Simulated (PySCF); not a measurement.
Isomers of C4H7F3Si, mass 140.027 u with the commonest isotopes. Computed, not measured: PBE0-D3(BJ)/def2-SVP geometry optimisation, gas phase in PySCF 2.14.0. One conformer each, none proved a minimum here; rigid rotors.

Question: Order these by rotational constant A, largest first.
A. `[F:1][C:2]([F:3])=[C:4]([F:5])[CH2:6][CH2:7][SiH3:8]` with C2–C4–C6–C7 119°, C4–C6–C7–Si8 178°
B. `[F:1][C:2]([F:3])([F:4])/[CH:5]=[CH:6]\[CH2:7][SiH3:8]` with C5–C6–C7–Si8 101°
C. `[F:1][C:2]([F:3])([F:4])/[CH:5]=[CH:6]/[CH2:7][SiH3:8]` with C5–C6–C7–Si8 -104°
D. `[F:1][CH:2]([F:3])[C@@H:4]1[CH2:5][C@H:6]([F:7])[SiH2:8]1` with F1–C2–C4–C5 -69°, C2–C4–C5–C6 -93°, C4–C5–C6–F7 86°, C5–C6–Si8–C4 19°, C2–C4–Si8–C6 95°
E. `[F:1][C:2]([F:3])([F:4])[CH2:5][C@H:6]1[CH2:7][SiH2:8]1` with C2–C5–C6–C7 -162°
F. `C[Si@@H]1C[C@@H]1C(F)(F)F`

Answer: C (3908 MHz), A (3608 MHz), E (3426 MHz), B (3341 MHz), F (2835 MHz), D (2501 MHz).

Question: Order these by rotational constant B, smallest first.
A. `[F:1][CH:2]([F:3])[C@@H:4]1[CH2:5][C@H:6]([F:7])[SiH2:8]1` with F1–C2–C4–C5 -69°, C2–C4–C5–C6 -93°, C4–C5–C6–F7 86°, C5–C6–Si8–C4 19°, C2–C4–Si8–C6 95°
B. `[F:1][C:2]([F:3])([F:4])/[CH:5]=[CH:6]\[CH2:7][SiH3:8]` with C5–C6–C7–Si8 101°
C. `[F:1][C:2]([F:3])([F:4])/[CH:5]=[CH:6]/[CH2:7][SiH3:8]` with C5–C6–C7–Si8 -104°
D. `[F:1][C:2]([F:3])([F:4])[CH2:5][C@H:6]1[CH2:7][SiH2:8]1` with C2–C5–C6–C7 -162°
E. `C[Si@@H]1C[C@@H]1C(F)(F)F`
F. `[F:1][C:2]([F:3])=[C:4]([F:5])[CH2:6][CH2:7][SiH3:8]` with C2–C4–C6–C7 119°, C4–C6–C7–Si8 178°

Answer: C (656.7 MHz), F (693.0 MHz), B (898.9 MHz), D (964.4 MHz), E (1201 MHz), A (1233 MHz).

Question: Order these by rotational constant C, smallest first.
A. `[F:1][C:2]([F:3])([F:4])[CH2:5][C@H:6]1[CH2:7][SiH2:8]1` with C2–C5–C6–C7 -162°
B. `[F:1][C:2]([F:3])([F:4])/[CH:5]=[CH:6]\[CH2:7][SiH3:8]` with C5–C6–C7–Si8 101°
C. `[F:1][C:2]([F:3])([F:4])/[CH:5]=[CH:6]/[CH2:7][SiH3:8]` with C5–C6–C7–Si8 -104°
D. `[F:1][C:2]([F:3])=[C:4]([F:5])[CH2:6][CH2:7][SiH3:8]` with C2–C4–C6–C7 119°, C4–C6–C7–Si8 178°
E. `[C@@H]1(C(F)(F)F)[Si@@H](C1)C`

Answer: D (606.1 MHz), C (639.7 MHz), B (852.7 MHz), A (899.8 MHz), E (1069 MHz).

```tsv
SMILES	point group	Ia (u·Å²)	Ib (u·Å²)	Ic (u·Å²)	κ	μa (D)	μb (D)	μc (D)
FC(F)(F)/C=C\C[SiH3]	C1	151.25	562.25	592.68	-0.96	1.66	1.61	0.30
FC(F)(F)/C=C/C[SiH3]	C1	129.34	769.52	790.02	-0.99	2.58	1.06	0.36
FC(F)(F)C[C@H]1C[SiH2]1	C1	147.53	524.05	561.68	-0.95	1.87	1.01	0.44
C[Si@@H]1C[C@@H]1C(F)(F)F	C1	178.26	420.71	472.60	-0.85	2.60	0.40	0.20
FC(F)[C@@H]1C[C@H](F)[SiH2]1	C1	202.05	409.95	477.25	-0.76	2.31	0.62	1.53
FC(F)=C(F)CC[SiH3]	C1	140.07	729.23	833.87	-0.94	0.97	0.44	0.11
```
